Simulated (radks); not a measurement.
Question: The mean radii <r> (bohr) of the occupied orbitals of an atom or ion are listed with their occupations. Calculated with a radial shooting solver on a logarithmic mesh with Libxc functionals: Dirac Kohn-Sham, PBE, spin-unpolarised, spherical densities, point nucleus.

| orbital | occ. | <r> |
|---|---|---|
| 1s1/2 | 2 | 0.03040 |
| 2s1/2 | 2 | 0.1313 |
| 2p1/2 | 2 | 0.1112 |
| 2p3/2 | 4 | 0.1164 |
| 3s1/2 | 2 | 0.3579 |
| 3p1/2 | 2 | 0.3493 |
| 3p3/2 | 4 | 0.3602 |
| 3d3/2 | 4 | 0.3324 |
| 3d5/2 | 6 | 0.3359 |
| 4s1/2 | 2 | 0.8658 |
| 4p1/2 | 2 | 0.9153 |
| 4p3/2 | 4 | 0.9421 |
| 4d3/2 | 4 | 1.108 |
| 4d5/2 | 3 | 1.118 |

Name the element and its charge. Open shells, if any, fill j = l - 1/2 first.

Answer: Z = 48, cadmium, charge +5: Cd5+ in [Kr] 4d7. The 1s radius gives Z: for a bare nucleus <r> = (2 gamma + 1)/(2Z) with gamma = sqrt(1 - (Z/c)^2), 0.02993 bohr for Z = 48, and screening makes it slightly larger (0.03040 here). The occupations add up to 43, and the charge is Z minus that.
